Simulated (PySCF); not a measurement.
Electronic absorption of C4H9NOSi

C₄H₉NOSi.
Bonds: Si1–O2, O2–C3, C3–N4 (double), N4–C5, C5–C6, C6–C7, C3–C7. Hydrogens: H8, H9, H10 on Si1; H11, H12 on C5; H13, H14 on C6; H15, H16 on C7.

The calculation used TDDFT wB97X-D/def2-SVPD, vertical, gas phase, core orbitals frozen in the response in PySCF 2.14.0, density-fitted response routines. Geometry: GFN2-xTB, one conformer, isolated molecule.

Q: Predict the UV-vis stick spectrum at this level.

A: 

```csv
state,E (eV),E (kJ/mol),λ (nm),f,"main configurations (H = HOMO, L = LUMO)"
S1,6.45,623,192.1,0.0011,H-1→L+2 (93%)
S2,7.10,685,174.7,0.0003,H→L (90%)
S3,7.26,701,170.7,0.103,"H→L+2 (70%), H-1→L (22%)"
S4,7.66,739,161.9,0.117,"H-1→L (52%), H→L+2 (16%), H-1→L+1 (12%)"
S5,7.70,743,161.0,0.0092,"H→L+1 (56%), H→L+3 (19%)"
S6,8.14,785,152.4,0.071,"H-1→L+1 (50%), H-1→L (15%), H-1→L+3 (13%)"
S7,8.37,808,148.1,0.015,"H→L+3 (62%), H→L+1 (15%)"
S8,8.49,819,146.1,0.0014,"H-3→L (51%), H-2→L (18%)"
```

Triplets (Tamm–Dancoff): T1 5.14 eV, H→L+2 (88%); T2 5.76 eV, H-1→L+2 (92%); T3 7.02 eV, H→L (88%).

The lowest singlet comes at 192 nm (623 kJ/mol) in the vacuum ultraviolet; it is very weak; its leading configuration is HOMO-1→LUMO+2 (93%). The most intense listed level is S4 at 7.66 eV (162 nm, f = 0.117), 1.21 eV above S1. Löwdin shares by element: HOMO nitrogen 35%, carbon 26% or more, oxygen 18% (atoms not listed hold the other 21%); LUMO silicon 34%, hydrogen 19% or more, oxygen 11% (atoms not listed hold the other 36%). The listed states span 2.03 eV, and the widest gap between neighbours is 0.64 eV (S1 to S2). The oscillator strengths of these states sum to 0.318; summed over the whole spectrum of an exact calculation they would give the number of electrons, 62 (Thomas–Reiche–Kuhn). Of the 8 states listed, 4 reach f = 0.01 and 1 stays under 0.0005. Singlets were solved by full linear response, triplets in the Tamm–Dancoff approximation.

Time: 45 s wall; peak memory 0.90 GiB. Hardware: an Intel Xeon Platinum 8488C with one thread (shared host).
